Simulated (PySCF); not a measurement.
## C₆ coefficients of unlike pairs at PBE

Calculated with PySCF 2.14 from the dipole response of each species, C₆(A,B) = (3/π) ∫ α_A(iu) α_B(iu) du, in atomic units, from isotropic polarisabilities. For ions this is the dispersion term alone; charge-induced terms of lower order in 1/R come first.

```tsv
species	configuration	basis	relativity	α (bohr³)	C₆ (like pair)
Be	[He] 2s2 (1S)	def2-TZVPPD (5s4p1d)	none	42.92	256.7
S	[Ne] 3s2 3p4 (3P)	dyall-av2z (13s9p2d)	none	18.99	133.0
Sn²⁺	[Kr] 4d10 5s2 (1S)	aug-cc-pwCVDZ-PP with ECP28MDF (6s5p4d1f)	core potential	14.40	75.27
Sn⁺	[Kr] 4d10 5s2 5p1 (2P)	def2-TZVPPD with the def2 core potential (28 electrons) (7s5p4d2f)	core potential	27.20	208.9
```

Task: Estimate C₆ for Sn⁺ with Be.

Result: The integral gives 215.1. The combination rule 2 C_A C_B / (C_A α_B/α_A + C_B α_A/α_B) gives 217.8 and the geometric mean 231.5.

No spin-orbit coupling is included.

The other pairs:

| pair | C₆ |
| --- | --- |
| Sn²⁺, S | 99.12 |
| Sn²⁺, Be | 122.5 |
| Sn⁺, Sn²⁺ | 124.4 |
| S, Be | 164.6 |
| Sn⁺, S | 165.4 |
